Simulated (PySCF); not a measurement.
**Correlation energy of Ir⁺ (iridium, charge +1)**

Starting occupation: [Xe] 4f14 5d8, 5d3/2 with m_j = -1/2, +1/2, +3/2, 5d5/2 with m_j = -3/2, -1/2, +1/2, +3/2, +5/2. Calculation: PySCF 2.14, in x2c-SVPall-2c with one added diffuse shell each of s, d type (8s9p10d2f, 99 functions); X2C-1e with screened-nucleus spin-orbit coupling, Gaussian nucleus. Frozen: [Kr] 4d10 4f14; 16 electrons correlated; the 22 highest virtual spinors left out.

MP2 pair energies summed by pair of shells (mhartree):

```tsv
pair	energy	share (%)
5d-5d	-125.55	52.8
5d-5p	-70.07	29.5
5p-5p	-28.21	11.9
5d-5s	-6.88	2.9
5p-5s	-5.21	2.2
5s-5s	-1.92	0.8
```

Total MP2 correlation energy: -237.84 mhartree.

The GHF reference relaxed away from the jj start to a determinant that is no pure jj level (⟨S²⟩ = 2.18, ⟨J²⟩ = 20.15); the energies belong to that determinant.

This basis was not built for core-valence correlation, so the inner-shell part is incomplete.
